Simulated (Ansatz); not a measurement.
Reaction (ligand exchange at the Si–Br bond): `Br[SiH2]Br` + `BO` → `BO[SiH2]Br` + HBr

Gas-phase electronic energies from Ansatz, PBE0-D4/def2-TZVP geometries. CBS: MP2 limit from def2 TZ/QZ plus the TZ coupled-cluster correction, frozen cores. This one scheme is used for every species. Functionals use def2-TZVPP. B3LYP here is the variant with VWN-RPA as its local correlation; programs differ in this. For Br outer-core shells are correlated without core-valence functions, which leaves a few kJ/mol of doubt a bond. Scalar relativity is left out up to krypton. Each species was taken in one conformer, which may not be the lowest.

Q: Is it downhill or uphill in electronic energy at CCSD(T)/CBS, and by how much? (Estimate.)

A: Ansatz gave: Uphill: ΔE = +0.03 eV.

Q: What do these levels give: ωB97X-V, B3LYP, HF/def2-SVP, HF/def2-TZVPP, HF/def2-QZVPP, MP2/def2-QZVPP? (Best estimate.)

A: The calculation gave: ωB97X-V 0.02, B3LYP 0.01, HF/def2-SVP -0.02, HF/def2-TZVPP -0.10, HF/def2-QZVPP -0.12, MP2/def2-QZVPP 0.05 eV.

Largest T1 diagnostic among the species: 0.014.

In def2-TZVPP, CCSD(T) changes the Hartree–Fock value by +0.08 eV (the triples alone add +0.02 eV) and MP2 by +0.12 eV. Leaving LDA and LC-ωPBE aside and taking each functional with its dispersion term where it has one, the values, not all of them listed here, spread over 0.20 eV, from CAM-B3LYP-D4 to PBE-D4. LDA lies −0.06 eV from PBE without D4.
